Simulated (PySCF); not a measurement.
## Two-component Hartree-Fock for Cl¹²⁺ (chlorine, charge +12)

Start: [He] 2s2 2p1; 2p1/2 filled at m_j = +1/2. Calculated with PySCF 2.14 in an even-tempered Gaussian basis (17 s from 2 bohr⁻², ratio 2.4; 11 p from 2.6 bohr⁻², ratio 2.4; 5 d from 9.6 bohr⁻², ratio 2.6; 5 f from 14 bohr⁻², ratio 2.6): generalised Hartree-Fock with the X2C-1e Hamiltonian and a Gaussian nucleus; one run each with spin-orbit coupling (SO) switched off, then screened by Boettger's factors.

| spinor shell | electrons | ε, spin-free (eV) | ε, screened SO (eV) | weight of nominal j (screened SO) | rms radius, screened SO (bohr) |
| --- | --- | --- | --- | --- | --- |
| 1s1/2 | 2 | -3398.8 | -3398.6 | 1.000 | 0.104 |
| 2s1/2 | 2 | -685.69 | -685.60 | 1.000 | 0.426 |
| 2p1/2 | 1 | -656.72 | -658.21 | 0.999 | 0.374 |

```csv
quantity,spin-free,screened SO
E (hartree),-360.73687,-360.79242
M_J,1/2,1/2
⟨J²⟩,1.114,0.753
⟨L²⟩,2.001,2.001
⟨S²⟩,0.750,0.750
```

Each row is a mean over spinors that exchange with the open shell spreads, by up to 3.501 eV (2s1/2).

Without spin-orbit coupling the j labels of p, d and f shells carry no meaning; the spin-free column gives the mean over the occupied spinors of each nl shell, and its ⟨J²⟩ belongs to a mixture of degenerate components.
